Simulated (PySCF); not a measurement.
Al(H)(OH)2(HOMe), CH₇AlO₃, singlet, PBE0/def2-SVP optimised geometry.

```
12

Al    -0.50    -1.52     0.00
H     -1.28    -2.01     1.30
O     -1.26    -1.70    -1.54
H     -2.06    -2.21    -1.67
O      1.25    -1.52     0.00
H      1.84    -2.26     0.15
C     -0.78     1.29    -0.99
O     -0.23     0.43     0.00
H     -0.27     2.26    -0.96
H     -1.84     1.44    -0.74
H     -0.72     0.84    -1.99
H      0.74     0.34    -0.08
```

Density from PBE0/def2-TZVP (PySCF) at that geometry.

Minimum of the electron density along straight lines between bonded atoms, close to the bond critical point (lines longer than 1.1 times the sum of covalent radii, or with two minima, are not listed):

```
bond    length / Å  ρ at the minimum / e bohr⁻³  ∇²ρ there / e bohr⁻⁵  position (fraction from the first atom)
------  ----------  ---------------------------  --------------------  ---------------------------------------
Al1–H2       1.590                        0.081                  0.20                                     0.50
Al1–O3       1.727                        0.102                  0.71                                     0.43
O3–H4        0.957                        0.360                 -2.43                                     0.81
Al1–O5       1.748                   (withheld)                  0.66                                     0.43
O5–H6        0.956                        0.360                 -2.46                                     0.81
Al1–O8       1.970                        0.052            (withheld)                                     0.42
C7–O8        1.425                        0.245            (withheld)                                     0.34
C7–H9        1.099                        0.281                 -0.98                                     0.65
C7–H10       1.097                        0.283                 -1.00                                     0.65
C7–H11       1.099                        0.283                 -1.00                                     0.66
O8–H12       0.980                        0.338                 -2.35                                     0.82
```

Q: Complete the blanks.

A: 
- Al1–O5, ρ at the minimum / e bohr⁻³: 0.096
- Al1–O8, ∇²ρ there / e bohr⁻⁵: 0.31
- C7–O8, ∇²ρ there / e bohr⁻⁵: -0.41
